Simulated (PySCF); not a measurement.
BH2IO2, SMILES B(I)(O)O. The structure is a stationary point at PBE-D3(BJ)/def2-SVP. The def2 effective core potentials stand for the cores of I; spin–orbit coupling is left out. Other conformers were not sampled.

The numbers are results of PBE-D3(BJ)/def2-SVP (PySCF), not measurements.

Harmonic wavenumbers (cm⁻¹): 254, 292, 443, 493, 526, 581, 963, 977, 1216, 1463, 3701, 3753. Rotational constants (GHz): 10.07, 2.072, 1.718; symmetry number 1.

Work out the zero-point energy and the ideal-gas rigid-rotor harmonic-oscillator thermochemistry at 298.15 K and 1 atm.

ZPE = ½ Σ hcν = ½ × 14662 cm⁻¹ = 87.70 kJ/mol. H − E(el) = 102.58 kJ/mol. Entropy in J/(mol K): translation 172.92, rotation 111.28, vibration 25.12, total 309.33. G − E(el) = 10.35 kJ/mol. Cp = 72.82 J/(mol K).
